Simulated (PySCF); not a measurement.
# Structure from NMR data

Molecular formula: C₃H₁₀NPSi₂. Simulated spectra:

1H NMR (400 MHz, computed): δ 3.38 (m, 3H), 2.05 (s, 3H), 1.51 (m, 2H), 0.53 (br s, 2H).

13C{1H} NMR (computed): δ 113.3 (C), 92.9 (C), 6.0 (CH3).

[PySCF: structure optimised with GFN2-xTB; GIAO PBE0/pcSseg-1 shieldings; averaged over atoms made equivalent by symmetry, fast rotation or ring inversion; one conformer; isolated molecule; no relativistic terms]

References, each an isolated molecule treated in the same way: TMS for 1H, 13C.

Problem. What is the structure?

Solution. 
3 carbon signals for 3 carbons: no two carbons are equivalent. Carbon types of the structure: 2 × C, 1 × CH3, leaving 7 H on heteroatoms. δC 113.3, 92.9: alkyne carbon. δC 6.0: propargylic methyl carbon; a saturated carbon with 1 carbon neighbour and no heteroatom attached. δH 3.38: hydrogen on a silicon bonded to Si. δH 2.05: hydrogen on a propargylic methyl carbon. δH 1.51: hydrogen on a phosphorus bonded to Si. δH 0.53: hydrogen on a nitrogen bonded to Si; exchangeable; this is the value without hydrogen bonding to other molecules.

These data were computed for `CC#C[Si@](N)([SiH3])P`.

The shifts were computed for this structure.

The OH or NH signal is concentration- and solvent-dependent in practice; the value given is the gas-phase one. Splittings by 31P in the carbon and heteronuclear signals aren't shown, as no couplings were computed. Shifts are as computed. Against solution values, carbons near 30 ppm lie about +3 ppm off and those near 130 ppm about +5 ppm. Of 1211 compounds with measured shifts, 218 miss one by over three times the rms of a fit or turn the order of signals round; such compounds aren't used in these exercises. No couplings were computed; multiplicities are counted from neighbouring protons, with m where these are inequivalent, close in shift, in a saturated or five-membered ring or joined by F or P, and br s for small geminal =CH2 splittings.
